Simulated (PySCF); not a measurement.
In(OH)(PH2)2 (H₅InOP₂), SMILES [OH][In]([PH2])[PH2].

Geometry: PBE-D3(BJ)/def2-SVP. The structure was generated by enumeration; whether it is a known compound was not checked. The def2 effective core potentials stand for the cores of In; spin–orbit coupling is left out. The values are those of a single conformer.

Computed with PBE-D3(BJ)/def2-SVP run with PySCF.

Frequencies are harmonic and unscaled.

Computed harmonic wavenumbers and intensities:
| mode | ν (cm⁻¹) | IR (km/mol) | Raman (Å⁴/amu) | depolarisation | moving atoms (share of kinetic energy) |
|---|---|---|---|---|---|
| 1 | 48 | 3.6 | 0.5 | 0.68 | H 85 %, P 12 % |
| 2 | 64 | 2.3 | 4.3 | 0.64 | P 61 %, In 19 %, H 17 % |
| 3 | 72 | 2.9 | 0.6 | 0.59 | H 87 % |
| 4 | 90 | 5.9 | 0.7 | 0.18 | In 34 %, O 31 %, P 21 %, H 14 % |
| 5 | 117 | 13.5 | 4.1 | 0.73 | O 66 %, P 15 %, H 10 %, In 9 % |
| 6 | 257 | 1.2 | 68.3 | 0.19 | P 87 % |
| 7 | 297 | 83.7 | 1.6 | 0.75 | H 91 % |
| 8 | 307 | 24.9 | 4.9 | 0.70 | P 63 %, In 31 % |
| 9 | 529 | 0.4 | 0.7 | 0.73 | H 92 % |
| 10 | 557 | 58.8 | 14.6 | 0.16 | O 75 %, H 13 %, In 11 % |
| 11 | 571 | 6.3 | 3.2 | 0.48 | H 80 %, O 10 % |
| 12 | 584 | 4.8 | 3.4 | 0.72 | H 97 % |
| 13 | 618 | 0.1 | 4.6 | 0.70 | H 97 % |
| 14 | 761 | 85.9 | 3.4 | 0.34 | H 93 % |
| 15 | 1047 | 8.7 | 13.2 | 0.75 | H 97 % |
| 16 | 1051 | 22.0 | 47.2 | 0.75 | H 97 % |
| 17 | 2302 | 28.6 | 151.2 | 0.16 | H 97 % |
| 18 | 2306 | 34.2 | 162.2 | 0.11 | H 97 % |
| 19 | 2323 | 39.4 | 109.2 | 0.73 | H 97 % |
| 20 | 2327 | 42.0 | 132.7 | 0.67 | H 97 % |
| 21 | 3713 | 36.2 | 165.8 | 0.29 | H 94 % |
